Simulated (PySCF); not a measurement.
## Field gradients at the hydrogen positions

C2H16Si5.
Numbering: `[CH3:1][Si@@H:2]([SiH3:3])[Si@@H:4]([SiH3:5])[CH2:6][SiH3:7]` (hydrogens: H8, H9, H10 on C1; H11 on Si2; H12, H13, H14 on Si3; H15 on Si4; H16, H17, H18 on Si5; H19, H20 on C6; H21, H22, H23 on Si7)

Structure used (GFN2-xTB), in Å, numbered top down from 1:
```
atom  x, y, z in Å
C1     1.9108   -0.8381   -1.6588
Si2    1.5618   -0.8638    0.2205
Si3    3.3985    0.0466    1.3076
Si4   -0.5019    0.2051    0.5433
Si5   -0.7283    2.2439   -0.5402
C6    -1.9148   -0.9819    0.0162
Si7   -3.6893   -0.4425    0.4231
H8     1.9976    0.1819   -2.0240
H9     2.8364   -1.3518   -1.9016
H10    1.1156   -1.3193   -2.2213
H11    1.4713   -2.3074    0.5507
H12    3.1435    0.2146    2.7408
H13    3.7250    1.3784    0.7872
H14    4.6361   -0.7327    1.2023
H15   -0.6913    0.3900    2.0019
H16   -1.9530    2.9938   -0.2519
H17    0.3876    3.1296   -0.1890
H18   -0.6775    2.0996   -2.0001
H19   -1.8403   -1.1515   -1.0597
H20   -1.7346   -1.9529    0.4804
H21   -4.6329   -1.4954    0.0323
H22   -4.0105    0.7841   -0.3117
H23   -3.8146   -0.2035    1.8621
```

Level: PBE0/pcSseg-1 (PySCF, non-relativistic); Q(2H) = 0.00286 b; rigid geometry, the same for H and D, with no vibrational averaging.

Question: Rank these positions by the coupling χzz of a deuteron there, largest first.
A. H10 (methyl hydrogen)
B. H15 (Si–H hydrogen)
C. H18 (Si–H hydrogen)
D. H19 (methylene hydrogen)

Answer: A (219 kHz), D (213 kHz), C (109 kHz), B (103 kHz).

Give the electric field gradient Vzz (the principal value of largest size), its asymmetry and the 2H coupling at each hydrogen.

```tsv
atom	bonded to	bond length (Å)	Vzz (au)	η	χzz (kHz)
H8	C1	1.087	0.3227	0.01	217
H9	C1	1.086	0.3253	0.01	219
H10	C1	1.086	0.3253	0.01	219
H11	Si2	1.484	0.1524	0.00	102
H12	Si3	1.465	0.1640	0.00	110
H13	Si3	1.467	0.1631	0.00	110
H14	Si3	1.466	0.1635	0.00	110
H15	Si4	1.482	0.1530	0.02	103
H16	Si5	1.465	0.1644	0.00	110
H17	Si5	1.467	0.1625	0.01	109
H18	Si5	1.468	0.1624	0.00	109
H19	C6	1.092	0.3174	0.00	213
H20	C6	1.091	0.3177	0.00	213
H21	Si7	1.467	0.1605	0.01	108
H22	Si7	1.465	0.1612	0.02	108
H23	Si7	1.464	0.1624	0.01	109
```

Average by the element that carries the hydrogen.

on C: 216 kHz over 5 positions, mean bond length 1.088 Å; on Si: 108 kHz over 11 positions, mean bond length 1.469 Å.

How does χzz go with the bond length over the 11 Si–H bonds?

A straight-line fit has a slope of -3.9 kHz for each 0.01 Å, with a correlation coefficient of -0.96, over lengths from 1.464 to 1.484 Å. The longer bonds have the smaller couplings here.

A static deuteron (I = 1) shows a doublet split by (3/2)χ, (3/4)χ(1 + η) and (3/4)χ(1 − η) with the field along z, y and x of the gradient. What are these for H18?

With |χ| = 109.2 kHz and η = 0.004: 164, 82 and 82 kHz, to first order and without motion.

The structure is a single GFN2-xTB conformer in the gas phase; no vibrational or solvent corrections. GFN2-xTB bond lengths can be off by several hundredths of an ångström, more for odd bonds, and the gradients follow them. The basis is small and wasn't made for field gradients, so the couplings can be 20 % off.

The run behind these numbers computed NMR shieldings as well. The run took 96 s wall on one thread, Arm Neoverse N1 (aarch64) (shared host), and the process peaked at 1.1 GiB of memory.
